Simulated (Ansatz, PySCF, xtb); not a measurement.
Isomers of H2OSi: 1 is O[SiH], 2 is O=[SiH2]; one conformer of each (the lowest of an xTB search), B3LYP-D3(BJ)/def2-TZVP minima.
Isomer 1 (charge 0, multiplicity 1):
```xyz
4

O     -0.89927     0.35313     0.01523
Si     0.69283     0.81917     0.01633
H     -1.12185    -0.58325    -0.00747
H      1.32830    -0.58906    -0.02409
```
Isomer 2 (charge 0, multiplicity 1):
```xyz
4

O      1.2747    -0.4600     0.4308
Si     0.0284    -0.0103    -0.3129
H     -1.0948    -0.9078    -0.6671
H     -0.2083     1.3781    -0.7702
```

No zero-point or thermal terms.

The values were computed with Ansatz (Gaussian orbitals); PySCF for M06-2X, the dispersion terms; xtb for the GFN methods. Values without a source in brackets are computed.

One of these levels gives 17.4 kJ/mol for the electronic energy of isomer 2 less that of isomer 1. Name it.
A) B3LYP/def2-TZVPP
B) GFN1-xTB
C) CAM-B3LYP-D3(BJ)/def2-TZVPP
D) M06-2X/def2-TZVPP

D, M06-2X/def2-TZVPP. The others give -185.1 (GFN1-xTB), 4.2 (B3LYP/def2-TZVPP), 7.1 (CAM-B3LYP-D3(BJ)/def2-TZVPP)

Ansatz is a quantum-chemistry and plane-wave program.
